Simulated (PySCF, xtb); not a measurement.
sulfur tetrafluoride cation (F₄S), SMILES FS(F)(F)F (connectivity only; charge and spin as stated), charge +1, multiplicity 2.

Harmonic wavenumbers (cm⁻¹) from GFN2-xTB (xtb) at its own minimum, in rising order: 144, 191, 225, 255, 276, 509, 599, 699, 701.

Problem. What does PBE0-D3(BJ)/def2-SVP run with PySCF give at its own minimum? (An estimate is asked for; the answer gives what the named calculation found.)

Solution. 257, 311, 396, 487, 490, 674, 846, 976, 1027. Paired by order, the mean absolute difference is 207 cm⁻¹ and the zero-point energies are 5.1 and 7.8 kcal/mol.
